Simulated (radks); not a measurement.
Rh XXVII, configuration [Ar] 3d1.

All-electron calculation, Dirac Kohn-Sham, LDA (Slater exchange, Perdew-Wang correlation), spin-unpolarised, spherical densities, finite nucleus; open shells fill j = l - 1/2 first; Fermi nuclear charge, rms radius 4.4945 fm. Program: a radial shooting solver on a logarithmic mesh with Libxc functionals.

Energy parts (Ry):
total: -8679.11608
kinetic: 9085.45026
electron-nucleus: -19305.55960
Hartree: 1731.25376
exchange-correlation: -190.26050

Orbitals (lengths in bohr, moments of r in powers of bohr):
| orbital | occ. | eigenvalue (Ry) | <1/r> | small-component weight |
|---|---|---|---|---|
| 1s1/2 | 2 | -1776.028 | 47.00 | 2.70e-02 |
| 2s1/2 | 2 | -329.6711 | 10.86 | 5.69e-03 |
| 2p1/2 | 2 | -312.2437 | 10.82 | 5.69e-03 |
| 2p3/2 | 4 | -301.5060 | 10.23 | 5.48e-03 |
| 3s1/2 | 2 | -114.9837 | 4.170 | 1.93e-03 |
| 3p1/2 | 2 | -108.6055 | 4.106 | 1.89e-03 |
| 3p3/2 | 4 | -106.2286 | 3.959 | 1.84e-03 |
| 3d3/2 | 1 | -96.19272 | 3.834 | 1.73e-03 |
| 3d5/2 | 0 | -95.66406 | 3.796 | 1.72e-03 |
| 4s1/2 | 0 | -56.94746 | 2.114 | 8.96e-04 |
| 4p1/2 | 0 | -54.33703 | 2.076 | 8.73e-04 |
| 4p3/2 | 0 | -53.50715 | 2.024 | 8.57e-04 |

The highest occupied level is 3d3/2 at -1308.8 eV. The density falls to 0.001 e/bohr^3 at r = 1.01 bohr.
